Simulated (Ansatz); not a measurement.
`C#CB(C)C` + H–F → `CB(C)F` + acetylene at 298.15 K and 1 bar (ligand exchange at a B–C bond).

Gas-phase electronic energies from Ansatz, PBE0-D4/def2-TZVP geometries. CCSD(T)/CBS is the MP2 limit (def2-TZVPP, def2-QZVPP) plus CCSD(T) − MP2 in def2-TZVPP, frozen cores. This one scheme is used for every species.

```json
{"species": "`C#CB(C)C`", "CCSD(T)/CBS energy (Eh)": "-181.17974", "H − E (kJ/mol)": "272.8", "S (J/(mol·K))": "335.4"}
{"species": "H–F", "CCSD(T)/CBS energy (Eh)": "-100.39570", "H − E (kJ/mol)": "33.5", "S (J/(mol·K))": "173.6"}
{"species": "`CB(C)F`", "CCSD(T)/CBS energy (Eh)": "-204.38401", "H − E (kJ/mol)": "226.6", "S (J/(mol·K))": "312.2"}
{"species": "`C#C`", "CCSD(T)/CBS energy (Eh)": "-77.22717", "H − E (kJ/mol)": "80.8", "S (J/(mol·K))": "200.2"}
```

H − E and S are ideal-gas, rigid-rotor, harmonic terms from PBE0-D4/def2-TZVP, for one conformer and one mirror image of each species. 1 Eh = 2625.50 kJ/mol, R = 8.31446 J/(mol·K).

Problem. By hand: ΔE, ΔH, ΔS and ΔG.

Solution. ΔE = (-204.38401) + (-77.22717) − (-181.17974) − (-100.39570) = -0.03574 Eh = -93.8 kJ/mol. Δ(H − E) = 226.6 + 80.8 − 272.8 − 33.5 = 1.1, so ΔH = -92.7 kJ/mol. ΔS = 312.2 + 200.2 − 335.4 − 173.6 = 3.4 J/(mol·K). ΔG = -92.7 − 298.15 × (3.4)/1000 = -93.7 kJ/mol.

Problem. By hand: the equilibrium constant, and the temperature at which ΔG would vanish if ΔH and ΔS stayed fixed.

Solution. log₁₀ K = −ΔG/(RT ln 10) = 16.4. ΔH and −TΔS have one sign here, so there is no such temperature. One of them is within its doubt of zero, so this could turn.

The number of gas molecules stays the same, so ΔS is small and ΔH decides. A doubt of 5 kJ/mol in ΔE shifts log₁₀ K by 0.9 here. Other conformers and mirror images would add mixing entropy, several J/(mol·K) or more a flexible species. Modes under 60 cm⁻¹, often nearly free rotors, make the harmonic entropy too high. These are equilibria of isolated gas molecules and say nothing of rates. Largest T1 diagnostic: 0.013 (customary marks: 0.02 for closed shells, 0.045 for open ones).
